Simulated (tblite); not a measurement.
Compound: C4H7FNS (doublet state).
Atom-mapped SMILES: `[CH3:1][C@H:2]([CH2:3][F:4])[C:5]([NH:6])=[S:7]` (hydrogens: H8, H9, H10 on C1; H11 on C2; H12, H13 on C3; H14 on N6)

Cartesian coordinates in Å at the GFN2-xTB level; atoms count from 1:
```xyz
14
C4H7FNS angstrom
C     -0.989   -1.160   -0.157
C     -0.264    0.070    0.396
C     -0.526    1.300   -0.472
F     -1.847    1.657   -0.381
C      1.205   -0.201    0.484
N      2.044    0.432   -0.216
S      1.749   -1.435    1.575
H     -2.053   -0.952   -0.229
H     -0.843   -2.016    0.498
H     -0.611   -1.408   -1.146
H     -0.638    0.273    1.407
H     -0.317    1.095   -1.525
H      0.065    2.156   -0.136
H      3.024    0.189   -0.119
```

Computed geometry: GFN2-xTB, gas phase. This method treats the open shell by occupation alone, without spin polarisation.

Masses are those of the commonest isotopes; rigid-rotor values at the optimised geometry. The values belong to one conformer with, in the numbering `[CH3:1][C@H:2]([CH2:3][F:4])[C:5]([NH:6])=[S:7]`, C1–C2–C3–F4 67°, C1–C2–C5–N6 115°, C2–C5–N6–H -179°.

Give the principal moments of inertia and the rotational constants in MHz.

Ia = 118.95, Ib = 412.45, Ic = 483.13 u·Å²; 505379 MHz·u·Å²/I gives A = 4249, B = 1225, C = 1046 MHz.

Classify the top.

An asymmetric top: κ = (2 × 1225 − 4249 − 1046)/(4249 − 1046) = -0.89.

What does the inertial defect say?

Not planar: Δ = Ic − Ia − Ib = -48.27 u·Å². For a rigid frame Δ = −2 Σ m c², so Σ m c² = 24.13 u·Å² lies off the ab plane: 7.31 from hydrogen and 16.82 from heavier atoms. The atom farthest from that plane is 1.79 Å away.

Estimate the classical rotational partition function at 10 K, 200 K and 298.15 K.

Point group C1, symmetry number σ = 1; q = (√π/σ)·√((kT/h)³/(ABC)), k/h = 20836.6 MHz/K: 2280 at 10 K, 204000 at 200 K, 372000 at 298.15 K.

For this open shell read J as N, the rotation without spin; fine and hyperfine splittings come on top. Its GFN2-xTB frequencies are all real (lowest 35 cm⁻¹). Constants of a rigid frame at the computed geometry: no zero-point averaging, no centrifugal distortion.
